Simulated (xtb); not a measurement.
W, triplet (GFN-xTB shapes and energies of metal compounds can be far from the true ones) (another spin typed on purpose, not shown lowest); GFN1-xTB in xtb.

The xtb input:
```
$ xtb mol.xyz --gfn 1 --chrg 0 --uhf 2 --json

# file mol.xyz
1

W      0.00000000     0.00000000     0.00000000
```

### Question
What does xtb print? Leave out banner, timings and long lists.

### Answer

```
   ID    Z sym.   atoms
    1   74 W      1

           -------------------------------------------------
          |                Calculation Setup                |
           -------------------------------------------------

           -------------------------------------------------
          |                 G F N 1 - x T B                 |
           -------------------------------------------------

          ...................................................
          :                      SETUP                      :
          :.................................................:
          :  # basis functions                  10          :
          :  # atomic orbitals                   9          :
          :  # shells                            3          :
          :  # electrons                         6          :
          :  # halogen bonds                     0          :
          :  max. iterations                   250          :
          :  Hamiltonian                  GFN1-xTB          :
          :  restarted?                      false          :
          :  GBSA solvation                  false          :
          :  PC potential                    false          :
          :  electronic temp.          300.0000000     K    :
          :  accuracy                    1.0000000          :
          :  -> integral cutoff          0.2500000E+02      :
          :  -> integral neglect         0.1000000E-07      :
          :  -> SCF convergence          0.1000000E-05 Eh   :
          :  -> wf. convergence          0.2000000E-04 e    :
          :  Broyden damping             0.4000000          :
          :  net charge                          0          :
          :  unpaired electrons                  2          :
          ...................................................

 iter      E             dE          RMSdq      gap      omega  full diag
   1     -1.9895106 -0.198951E+01  0.283E+01    0.00       0.0  T
   2     -1.9895106  0.000000E+00  0.226E+01    0.00       0.0  T
   3     -1.9895106  0.000000E+00  0.174E+01    0.00       0.0  T
   4     -1.9895106  0.000000E+00  0.139E+01    0.00       0.0  T
   5     -1.9895106  0.000000E+00  0.112E+01    0.00       0.0  T
   6     -1.9895106  0.000000E+00  0.892E+00    0.00       0.0  T
   7     -1.9895106  0.000000E+00  0.714E+00    0.00       0.0  T
   8     -1.9895106  0.000000E+00  0.571E+00    0.00       0.0  T
[...]
         :: total energy              -1.989510647453 Eh    ::
[...]
         :: dispersion energy          0.000000000000 Eh    ::
         :: halogen bond corr.         0.000000000000 Eh    ::
         :: add. restraining           0.000000000000 Eh    ::
         :: total charge               0.000000000163 e     ::
         :::::::::::::::::::::::::::::::::::::::::::::::::::::

           -------------------------------------------------
          |                Property Printout                |
           -------------------------------------------------

    * Orbital Energies and Occupations

         #    Occupation            Energy/Eh            Energy/eV
      -------------------------------------------------------------
         1        1.2000           -0.3274523              -8.9104
         2        1.2000           -0.3274523              -8.9104
         3        1.2000           -0.3274523              -8.9104
         4        1.2000           -0.3274523              -8.9104 (HOMO)
         5        1.2000           -0.3274523              -8.9104 (LUMO)
         6                         -0.1211443              -3.2965
         7                         -0.1211443              -3.2965
         8                         -0.1211443              -3.2965
         9                         -0.1026297              -2.7927
      -------------------------------------------------------------
                  HL-Gap            0.0000000 Eh            0.0000 eV
             Fermi-level           -0.3269864 Eh           -8.8978 eV

  Mulliken/CM5 charges         n(s)   n(p)   n(d)
     1W     0.00000  0.00000   0.000  0.000  6.000

Wiberg/Mayer (AO) data.
largest (>0.10) Wiberg bond orders for each atom

 ---------------------------------------------------------------------------
     #   Z sym  total        # sym  WBO       # sym  WBO       # sym  WBO
 ---------------------------------------------------------------------------
     1  74 W    0.000
 ---------------------------------------------------------------------------

 dipole moment from electron density (au)
     X       Y       Z
   0.0000   0.0000   0.0000  total (Debye):    0.000

           -------------------------------------------------
          | TOTAL ENERGY               -1.989510647453 Eh   |
          | GRADIENT NORM               0.000000000000 Eh/α |
          | HOMO-LUMO GAP               0.000000000000 eV   |
           -------------------------------------------------

normal termination of xtb
```
